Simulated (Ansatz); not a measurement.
Consider the formal exchange of groups at the Si–F bond: `N[SiH](F)[SiH2]O` + CH₄ → `C[SiH](N)[SiH2]O` + H–F.

Program: Ansatz. Geometries: PBE0-D4/def2-TZVP. ΔE: electronic, gas phase. CBS: MP2 limit from def2 TZ/QZ plus the TZ coupled-cluster correction, frozen cores. This one scheme is used for every species. DFT in def2-TZVPP. Each species was taken in one conformer, which may not be the lowest.

```csv
level,ΔE (kJ/mol)
LDA (SPW92),142.9
revPBE-D4,140.2
r2SCAN-D4,158.8
r2SCAN0-D4,156.8
BHLYP-D4,166.0
BLYP,171.4
BHLYP,173.6
CCSD/def2-TZVPP,156.8
```

(1) What does CCSD(T)/CBS give? (Estimate.)

Largest T1 diagnostic among the species: 0.012.

## Answers

(1) Computed: +153.0 kJ/mol. The listed levels differ from it by -10.1, -12.8, 5.8, 3.8, 13.0, 18.4, 20.6, 3.8 kJ/mol.

At CCSD(T), def2-SVP lies −3.7 kJ/mol from the extrapolated value and def2-TZVPP −0.1 kJ/mol. In def2-TZVPP, CCSD(T) changes the Hartree–Fock value by −30.6 kJ/mol (the triples alone add −3.9 kJ/mol) and MP2 by −31.4 kJ/mol. The D4 term adds −9.4 kJ/mol with B3LYP and −5.2 kJ/mol with PBE0; it sums over pairs of atoms, weighted by their polarisabilities, and B3LYP, whose exchange is more repulsive, gets the larger term.

B3LYP here is the variant with VWN-RPA as its local correlation; programs differ in this.
